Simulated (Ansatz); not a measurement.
Gas-phase reaction R1 → P1 + P2, each structure at its B3LYP-D3(BJ)/def2-TZVP stationary point, reached from a drawn start (curvature not checked).
R1, CH4 (SMILES C) (charge 0, multiplicity 1):
```json
[
 {"atom": "C", "x (Å)": "0.0000", "y (Å)": "0.0000", "z (Å)": "0.0000"},
 {"atom": "H", "x (Å)": "-0.7115", "y (Å)": "-0.2840", "z (Å)": "-0.7743"},
 {"atom": "H", "x (Å)": "0.1159", "y (Å)": "1.0830", "z (Å)": "0.0070"},
 {"atom": "H", "x (Å)": "-0.3674", "y (Å)": "-0.3321", "z (Å)": "0.9701"},
 {"atom": "H", "x (Å)": "0.9629", "y (Å)": "-0.4669", "z (Å)": "-0.2028"}
]
```
P1, CH3 (SMILES [CH3]) (charge 0, multiplicity 2):
```xyz
4

C      0.0000     0.0000     0.0000
H      1.0685    -0.1474     0.0293
H     -0.6611    -0.8516    -0.0426
H     -0.4073     0.9991     0.0133
```
P2: H atom, charge 0, multiplicity 2.

P less R. No zero-point or thermal terms; singlets are restricted closed shells; open shells are unrestricted.

Frozen-core correlation throughout.

The values were computed with Ansatz (Gaussian basis) for Hartree–Fock, density functionals and correlated methods. No computed number here is a measurement.

Total energies in hartree:

```json
[
 {"structure": "R1", "PBE/def2-TZVPP": "-40.464282", "B3LYP/def2-TZVPP": "-40.539118", "CCSD(T)/cc-pVQZ": "-40.450884"},
 {"structure": "P1", "PBE/def2-TZVPP": "-39.788963", "B3LYP/def2-TZVPP": "-39.859898", "CCSD(T)/cc-pVQZ": "-39.772446"},
 {"structure": "P2", "PBE/def2-TZVPP": "-0.499616", "B3LYP/def2-TZVPP": "-0.502154", "CCSD(T)/cc-pVQZ": "-0.499946"}
]
```

### Question
Work out the reaction energy at each level in kcal/mol (1 hartree = 627.50947 kcal/mol), and say how far PBE/def2-TZVPP lies from CCSD(T)/cc-pVQZ.

### Answer
- PBE/def2-TZVPP: (-39.788963) + (-0.499616) − (-40.464282) = 0.175703 hartree = 110.26 kcal/mol
- B3LYP/def2-TZVPP: (-39.859898) + (-0.502154) − (-40.539118) = 0.177066 hartree = 111.11 kcal/mol
- CCSD(T)/cc-pVQZ: (-39.772446) + (-0.499946) − (-40.450884) = 0.178492 hartree = 112.01 kcal/mol
PBE/def2-TZVPP less CCSD(T)/cc-pVQZ: -1.75 kcal/mol. CCSD(T)/cc-pVQZ is the level counted from, the highest shown, and no exact or measured value.

Ansatz is an electronic-structure program.
